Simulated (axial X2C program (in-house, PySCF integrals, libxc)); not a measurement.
**Outer orbitals of MoP at 2.136 Å, PBE0**

All values were computed with an in-house relativistic program for diatomic molecules. Spin-free means the one-electron spin-free X2C Hamiltonian; two-component (2c) means X2C with spin–orbit coupling and atomic mean-field two-electron Coulomb and Gaunt terms, so the difference of the two also holds small scalar two-electron terms. Basis: Mo dyall-cv3z [11s12p9d5f3g], P dyall-v3z [8s7p2d1f] (cores contracted in-house); Gaussian nuclei, density fitting, unrestricted open shells. Masses: Mo 97.905 u, P 30.974 u.

The distance is close to the 2c PBE0 minimum; the highest filled and lowest empty levels are listed.

Spin-free orbitals, state M_S = 3/2, Λ = 0 (beyond evenly filled blocks: σα, δ+α, δ-α) (Löwdin shares):

```
symmetry  occupied  ε (eV)             atomic character
      σβ       yes  -15.32  64% P s, 13% Mo d, 12% Mo p
      σα       yes  -14.15  60% P s, 16% Mo d, 11% Mo p
      σα       yes   -7.36    55% Mo d, 34% P p, 6% P s
     π+α       yes   -7.13    74% Mo d, 21% P p, 2% P d
     π-α       yes   -7.13    74% Mo d, 21% P p, 2% P d
      σβ       yes   -6.89   64% P p, 23% Mo d, 5% Mo s
     π-β       yes   -6.71   61% P p, 27% Mo d, 5% Mo p
     π+β       yes   -6.71   61% P p, 27% Mo d, 5% Mo p
     δ-α       yes   -6.61                     99% Mo d
     δ+α       yes   -6.61                     99% Mo d
      σα       yes   -5.69  56% Mo s, 24% P p, 14% Mo d
     π+α        no   -2.39  39% P p, 37% Mo p, 18% Mo d
     π-α        no   -2.39  39% P p, 37% Mo p, 18% Mo d
      σβ        no   -1.93  65% Mo s, 24% Mo d, 5% Mo p
      σα        no   -1.77  45% Mo p, 23% P p, 17% Mo s
```

Spinors with spin–orbit coupling (state Ω = 3/2):

```json
{"ω": "-1/2", "occupied": "yes", "ε (eV)": "-15.32", "atomic character": "64% P s, 13% Mo d, 12% Mo p", "λ mixture": "100% σ"}
{"ω": "1/2", "occupied": "yes", "ε (eV)": "-14.15", "atomic character": "60% P s, 16% Mo d, 11% Mo p", "λ mixture": "100% σ"}
{"ω": "1/2", "occupied": "yes", "ε (eV)": "-7.36", "atomic character": "55% Mo d, 34% P p, 6% P s", "λ mixture": "100% σ"}
{"ω": "-1/2", "occupied": "yes", "ε (eV)": "-7.17", "atomic character": "74% Mo d, 21% P p, 2% P d", "λ mixture": "98% π, 2% σ"}
{"ω": "3/2", "occupied": "yes", "ε (eV)": "-7.10", "atomic character": "74% Mo d, 21% P p, 2% P d", "λ mixture": "100% π"}
{"ω": "-1/2", "occupied": "yes", "ε (eV)": "-6.88", "atomic character": "64% P p, 24% Mo d, 5% Mo s", "λ mixture": "98% σ, 2% π"}
{"ω": "-3/2", "occupied": "yes", "ε (eV)": "-6.74", "atomic character": "67% Mo d, 28% P p, 2% Mo p", "λ mixture": "54% δ, 46% π"}
{"ω": "1/2", "occupied": "yes", "ε (eV)": "-6.73", "atomic character": "61% P p, 27% Mo d, 5% Mo p", "λ mixture": "100% π"}
{"ω": "-3/2", "occupied": "yes", "ε (eV)": "-6.65", "atomic character": "60% Mo d, 34% P p, 3% Mo p", "λ mixture": "54% π, 46% δ"}
{"ω": "5/2", "occupied": "yes", "ε (eV)": "-6.53", "atomic character": "99% Mo d", "λ mixture": "100% δ"}
{"ω": "1/2", "occupied": "yes", "ε (eV)": "-5.68", "atomic character": "56% Mo s, 24% P p, 14% Mo d", "λ mixture": "100% σ"}
{"ω": "-1/2", "occupied": "no", "ε (eV)": "-2.42", "atomic character": "39% P p, 37% Mo p, 18% Mo d", "λ mixture": "100% π"}
{"ω": "3/2", "occupied": "no", "ε (eV)": "-2.35", "atomic character": "39% P p, 37% Mo p, 19% Mo d", "λ mixture": "100% π"}
{"ω": "-1/2", "occupied": "no", "ε (eV)": "-1.93", "atomic character": "65% Mo s, 23% Mo d, 5% Mo p", "λ mixture": "100% σ"}
{"ω": "1/2", "occupied": "no", "ε (eV)": "-1.76", "atomic character": "45% Mo p, 23% P p, 17% Mo s", "λ mixture": "99% σ, 1% π"}
```

Task: How does the gap between the highest filled and lowest empty level change from the spin-free to the 2c table?

Result: From 3.30 to 3.26 eV at PBE0, a change of -0.04 eV.

Mulliken charges and populations of the two-component result (they depend on the basis, above all on diffuse functions):

Mo 0.14 e (s 8.78 p 18.12 d 14.93 f 0.03), P -0.14 e (s 5.84 p 9.22 d 0.07 f 0.01). ⟨Lz⟩ = 0.00 ħ and ⟨Sz⟩ = 1.50 ħ (2.09 and -0.59 on the two atoms), which add up to Ω.

The state is one determinant whose occupation by symmetry is held fixed; it was picked as the lowest of a PBE0 search that is not exhaustive. Density functionals use the spin component along the axis (collinear). With several unpaired electrons one determinant need not be a pure state. This is the top spin component of a Σ state; components of lower Ω are not single determinants and can lie lower. The determinant is spin-polarised beyond a pure state at some levels (its spin-free form has ⟨S²⟩ too high), which makes Re and μ there less reliable.
